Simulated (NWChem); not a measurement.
Program: NWChem. System: BrFSn, charge 1, spin multiplicity 2, at the geometry of a parent with another charge or spin, in a state set for the comparison that need not be this species' ground state. Its SCF solution wasn't tested for a lower state.

The NWChem input:

```
start mol
memory heap 200 mb stack 900 mb global 1100 mb
charge 1
geometry units angstroms nocenter noautoz
  Sn    -0.730293    -0.595943     0.000000
  F      0.576138    -2.080072     0.000000
  Br     0.895126     1.386223     0.000000
  symmetry group Cs
end
basis spherical
  * library def2-tzvpp
end
ecp
  Sn library def2-ecp
end
dft
  xc xpbe96 cpbe96
  odft
  mult 2
  semidirect memsize 60000000 filesize 0
  iterations 100
end
task dft energy
```

The output up to the point where the run's verdict is printed (cleaned and shortened):

```
             Northwest Computational Chemistry Package (NWChem) 7.3.0
             --------------------------------------------------------

                                NWChem Input Module
                                -------------------

 Scaling coordinates for geometry "geometry" by  1.889725989
 (inverse scale =  0.529177249)

 Turning off AUTOSYM since
 SYMMETRY directive was detected!

                             Geometry "geometry" -> ""
                             -------------------------

 Output coordinates in angstroms (scale by  1.889725989 to convert to a.u.)

  No.       Tag          Charge          X              Y              Z
 ---- ---------------- ---------- -------------- -------------- --------------
    1 Sn                  50.0000    -0.73029300    -0.59594300     0.00000000
    2 F                    9.0000     0.57613800    -2.08007200     0.00000000
    3 Br                  35.0000     0.89512600     1.38622300     0.00000000

 Effective nuclear repulsion energy (a.u.)     529.5871817660

            Nuclear Dipole moment (a.u.)
            ----------------------------
        X                 Y               Z
 ---------------- ---------------- ----------------
     0.0000037795     0.0000132281     0.0000000000

      Symmetry information
      --------------------

 Group name             Cs
 Group number              2
 Group order               2
 No. of unique centers     3

      Symmetry unique atoms

     1    2    3


 Summary of "ao basis" -> "" (spherical)
 ------------------------------------------------------------------------------
       Tag                 Description            Shells   Functions and Types
 ---------------- ------------------------------  ------  ---------------------
 *                         def2-tzvpp                 on all atoms

 Summary of "ao basis" -> "ao basis" (spherical)
 ------------------------------------------------------------------------------
       Tag                 Description            Shells   Functions and Types
 ---------------- ------------------------------  ------  ---------------------
[...]
 d= 0,ls=0.5,diis    75  -2887.6072892355 -1.07D-05  8.27D-06  1.74D-04    85.2
                                                     3.14D-05  1.14D-04
 d= 0,ls=0.5,diis    76  -2887.6073009532 -1.17D-05  5.96D-06  1.79D-04    85.9
                                                     3.04D-05  1.14D-04
 d= 0,ls=0.5,diis    77  -2887.6073152878 -1.43D-05  4.50D-06  1.76D-04    86.5
                                                     2.98D-05  1.10D-04
 d= 0,ls=0.5,diis    78  -2887.6073308054 -1.55D-05  8.22D-05  1.71D-04    87.1
                                                     9.16D-05  1.07D-04
 d= 0,ls=0.5,diis    79  -2887.6074315639 -1.01D-04  3.18D-05  9.22D-06    87.7
                                                     3.58D-05  1.44D-05
 d= 0,ls=0.5,diis    80  -2887.6074387554 -7.19D-06  9.97D-06  2.35D-05    88.3
                                                     3.10D-05  1.69D-05
 d= 0,ls=0.5,diis    81  -2887.6074547249 -1.60D-05  8.51D-06  7.97D-06    89.1
                                                     2.70D-05  1.27D-05
 d= 0,ls=0.5,diis    82  -2887.6074635452 -8.82D-06  1.23D-05  9.23D-06    89.8
                                                     2.46D-05  1.37D-05
 d= 0,ls=0.5,diis    83  -2887.6074683279 -4.78D-06  1.36D-05  1.63D-05    90.6
                                                     2.30D-05  1.82D-05
 d= 0,ls=0.5,diis    84  -2887.6074700290 -1.70D-06  7.80D-06  2.65D-05    91.5
                                                     2.14D-05  2.49D-05
 d= 0,ls=0.5,diis    85  -2887.6074745754 -4.55D-06  3.61D-06  2.88D-05    92.4
                                                     2.09D-05  2.66D-05
 d= 0,ls=0.5,diis    86  -2887.6074820488 -7.47D-06  3.72D-06  2.47D-05    93.2
                                                     2.02D-05  2.42D-05
 d= 0,ls=0.5,diis    87  -2887.6074885823 -6.53D-06  2.35D-06  2.25D-05    93.9
                                                     2.00D-05  2.31D-05
 d= 0,ls=0.5,diis    88  -2887.6074961014 -7.52D-06  1.67D-05  1.87D-05    94.7
                                                     2.84D-05  2.05D-05
 d= 0,ls=0.5,diis    89  -2887.6075108110 -1.47D-05  6.85D-06  2.87D-06    95.4
                                                     2.44D-05  7.28D-06
 d= 0,ls=0.5,diis    90  -2887.6075187549 -7.94D-06  2.03D-05  4.85D-07    96.3
                                                     2.02D-05  3.56D-06
 d= 0,ls=0.5,diis    91  -2887.6075188939 -1.39D-07  1.22D-05  1.05D-05    97.1
                                                     1.70D-05  8.96D-06
 d= 0,ls=0.5,diis    92  -2887.6075190475 -1.54D-07  1.18D-05  1.71D-05    97.8
                                                     1.62D-05  1.31D-05
 d= 0,ls=0.5,diis    93  -2887.6075172923  1.76D-06  6.51D-06  2.61D-05    98.4
                                                     1.46D-05  1.93D-05
 d= 0,ls=0.5,diis    94  -2887.6075181239 -8.32D-07  6.54D-06  2.79D-05    99.0
                                                     1.36D-05  2.18D-05
 d= 0,ls=0.5,diis    95  -2887.6075177062  4.18D-07  2.57D-06  3.28D-05    99.7
                                                     1.31D-05  2.54D-05
 d= 0,ls=0.5,diis    96  -2887.6075212419 -3.54D-06  2.03D-06  2.91D-05   100.4
                                                     1.30D-05  2.35D-05
 d= 0,ls=0.5,diis    97  -2887.6075249749 -3.73D-06  1.75D-05  2.61D-05   101.1
                                                     2.25D-05  2.17D-05
 d= 0,ls=0.5,diis    98  -2887.6075381394 -1.32D-05  8.32D-06  6.78D-06   101.8
                                                     1.75D-05  9.06D-06
 d= 0,ls=0.5,diis    99  -2887.6075440963 -5.96D-06  5.13D-06  2.28D-06   102.5
                                                     1.26D-05  4.56D-06
 d= 0,ls=0.5,diis   100  -2887.6075460760 -1.98D-06  1.63D-06  3.20D-06   103.2
                                                     1.28D-05  4.78D-06
```

The run did not converge; its last values are not results. The next line reads: Calculation failed to converge. NWChem stopped with the message: dft energy failed.
